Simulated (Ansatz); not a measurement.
Geometry optimisation, RKS PBE-D4/def2-SVP (Ansatz 0.2.0).

input.yaml

```yaml
crystal:
  periodic: [false, false, false]
  atoms:
    - { symbol: Si, position_ang: [-1.6269, -0.4937, 0.3439] }
    - { symbol: C, position_ang: [0.1424, -0.3996, 0.4024] }
    - { symbol: C, position_ang: [0.9894, 0.3462, -0.3032] }
    - { symbol: S, position_ang: [2.8002, 0.1671, 0.014] }
    - { symbol: I, position_ang: [0.5763, 1.7325, -1.7528] }
    - { symbol: H, position_ang: [-2.2466, 0.8918, 0.6765] }
    - { symbol: H, position_ang: [-2.104, -0.8463, -1.0179] }
    - { symbol: H, position_ang: [-2.1358, -1.4291, 1.3035] }
    - { symbol: H, position_ang: [0.5241, -1.0826, 1.1839] }
    - { symbol: H, position_ang: [3.1641, 1.0627, -0.8475] }
basis:
  gaussian: { orbitals: def2-SVP }
hamiltonian:
  xc: pbe
  dispersion: d4
relax:
  f_tol: 0.02
  max_steps: 50
```

Command:

```bash
$ ansatz run input.yaml --threads 2 --pin off --max-ram 3072MiB --backend cpu --events-out ev --progress --plain --runs-dir out
```

Problem. Where does it end, and by what steps?

Solution. The forces met the threshold. After 11 steps the energy has fallen by 0.469 eV; H10 moved furthest, 0.33 Å.

| step | energy less start (eV) | largest force component (eV/Å) | accepted |
| --- | --- | --- | --- |
| 0 | 0.0000 | 2.668 | yes |
| 1 | -0.3603 | 1.114 | yes |
| 2 | -0.4458 | 0.202 | yes |
| 3 | -0.4525 | 0.157 | yes |
| 4 | -0.4552 | 0.063 | yes |
| 5 | -0.4585 | 0.199 | yes |
| 6 | -0.4612 | 0.042 | yes |
| 7 | -0.4643 | 0.112 | yes |
| 8 | -0.4667 | 0.185 | yes |
| 9 | -0.4693 | 0.021 | yes |
| 10 | -0.4694 | 0.031 | yes |
| 11 | -0.4695 | 0.006 | yes |

```xyz
10
Properties=species:S:1:pos:R:3
Si -1.675 -0.420 0.318
C 0.200 -0.435 0.457
C 1.078 0.263 -0.299
S 2.822 0.008 -0.216
I 0.378 1.628 -1.798
H -2.229 0.944 0.628
H -2.128 -0.823 -1.059
H -2.211 -1.404 1.322
H 0.653 -1.076 1.238
H 3.195 1.266 -0.587
```

Time of the run: 22 s on 2 threads of Intel(R) Xeon(R) 6975P-C (Granite Rapids), with other jobs on the host, peak memory 0.19 GiB.
